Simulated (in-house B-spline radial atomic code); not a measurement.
A fraction x of an electron is removed from 4d in Dy3+, starting from [Xe] 4f9 and keeping the highest spin. Computed with a radial B-spline atomic code at the basis-set limit: scalar-relativistic (X2C) r2SCAN, spin-polarised, spherical fractional occupations, Fermi nucleus of rms radius 5.2218 fm.

```json
{"x": "0", "E(x) - E(0) (eV)": "0.0000", "4d down level (eV)": "-184.481"}
{"x": "0.08", "E(x) - E(0) (eV)": "14.8252", "4d down level (eV)": "-186.152"}
{"x": "0.23", "E(x) - E(0) (eV)": "42.9857", "4d down level (eV)": "-189.331"}
{"x": "0.27", "E(x) - E(0) (eV)": "50.5760", "4d down level (eV)": "-190.187"}
{"x": "0.41", "E(x) - E(0) (eV)": "77.4138", "4d down level (eV)": "-193.216"}
{"x": "0.5", "E(x) - E(0) (eV)": "94.8918", "4d down level (eV)": "-195.187"}
{"x": "0.61", "E(x) - E(0) (eV)": "?", "4d down level (eV)": "?"}
{"x": "0.69", "E(x) - E(0) (eV)": "?", "4d down level (eV)": "?"}
{"x": "0.75", "E(x) - E(0) (eV)": "144.3815", "4d down level (eV)": "-200.753"}
{"x": "0.97", "E(x) - E(0) (eV)": "189.0956", "4d down level (eV)": "-205.755"}
```

(1) What belongs in the row x = 0.61?

(2) What belongs in the row x = 0.69?

(3) Check Janak's theorem between x = 0.08 and 0.23.

Answers

(1) An energy change of 116.4959 eV; 4d down at -197.620 eV.

(2) An energy change of 132.3768 eV; 4d down at -199.405 eV.

(3) The slope of the energy is 187.74 eV; the orbital levels give 187.74 eV (-ε of the emptying orbital, averaged over the two points).
